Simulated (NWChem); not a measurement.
C$_{6}$H$_{10}$; SMILES C1CCCCC=1

```xyz
16

C      0.6665    -0.0595     1.2989
C     -0.6665     0.0595     1.2989
C     -1.4908     0.1127     0.0452
C     -0.6940    -0.3154    -1.1844
C      0.6940     0.3154    -1.1844
C      1.4908    -0.1127     0.0452
H      1.1986    -0.1182     2.2549
H     -1.1986     0.1182     2.2549
H     -2.3854    -0.5227     0.1634
H     -1.8826     1.1392    -0.0903
H     -0.5884    -1.4150    -1.1819
H     -1.2421    -0.0579    -2.1047
H      0.5884     1.4150    -1.1819
H      1.2421     0.0579    -2.1047
H      2.3854     0.5227     0.1634
H      1.8826    -1.1392    -0.0903
```
Atoms are numbered in this order, from 1.

Program: NWChem. Pople sets run with spherical d functions. Coordinates come from a PBE0/def2-SVP optimisation.

### Question
Order these runs by computing time, cheapest first, and give rough ratios: B3LYP/STO-3G; B3LYP/def2-SVP; B3LYP/def2-TZVP.

### Answer
B3LYP/STO-3G (1), B3LYP/def2-SVP (4), B3LYP/def2-TZVP (20). Ratios are rough, from one shared machine; the cheapest took about 4 core-seconds (a rough figure). What differs between the cheapest and the dearest: highest occupied level (eV) -4.86 → -6.62; orbital gap (eV) 8.41 → 6.96; dipole (D) 0.25 → 0.34.
